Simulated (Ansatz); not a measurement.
`FC[SiH](F)[AlH2]` + H–F → `F[SiH](F)[AlH2]` + `CF` at 600 K and 1 bar (ligand exchange at the Si–C bond).

Program: Ansatz. Geometries: PBE0-D4/def2-TZVP. ΔE: electronic, gas phase. CCSD(T)/CBS adds triple-zeta CCSD(T) − MP2 to the extrapolated MP2 energy (def2 sets, frozen cores). This one scheme is used for every species. Each species was taken in one conformer, which may not be the lowest.

| species | CCSD(T)/CBS energy (Eh) | H − E (kJ/mol) | S (J/(mol·K)) |
| --- | --- | --- | --- |
| `FC[SiH](F)[AlH2]` | -771.76241 | 211.5 | 476.1 |
| H–F | -100.39570 | 42.3 | 194.0 |
| `F[SiH](F)[AlH2]` | -732.58614 | 126.4 | 419.1 |
| `CF` | -139.63461 | 127.6 | 254.6 |

H − E and S are ideal-gas, rigid-rotor, harmonic terms from PBE0-D4/def2-TZVP, for one conformer and one mirror image of each species. 1 Eh = 2625.50 kJ/mol, R = 8.31446 J/(mol·K).

Question: By hand: ΔE, ΔH, ΔS and ΔG.

Answer: ΔE = (-732.58614) + (-139.63461) − (-771.76241) − (-100.39570) = -0.06264 Eh = -164.5 kJ/mol. Δ(H − E) = 126.4 + 127.6 − 211.5 − 42.3 = 0.2, so ΔH = -164.3 kJ/mol. ΔS = 419.1 + 254.6 − 476.1 − 194.0 = 3.6 J/(mol·K). ΔG = -164.3 − 600 × (3.6)/1000 = -166.5 kJ/mol.

Question: By hand: the equilibrium constant, and the temperature at which ΔG would vanish if ΔH and ΔS stayed fixed.

Answer: log₁₀ K = −ΔG/(RT ln 10) = 14.5. ΔH and −TΔS have one sign here, so there is no such temperature.

The number of gas molecules stays the same, so ΔS is small and ΔH decides. A doubt of 5 kJ/mol in ΔE shifts log₁₀ K by 0.4 here. Other conformers and mirror images would add mixing entropy, several J/(mol·K) or more a flexible species. Modes under 60 cm⁻¹, often nearly free rotors, make the harmonic entropy too high. These are equilibria of isolated gas molecules and say nothing of rates. Largest T1 diagnostic: 0.012 (customary marks: 0.02 for closed shells, 0.045 for open ones).

ΔS is within the doubt of such terms, so its sign, and with it that verdict, could turn.
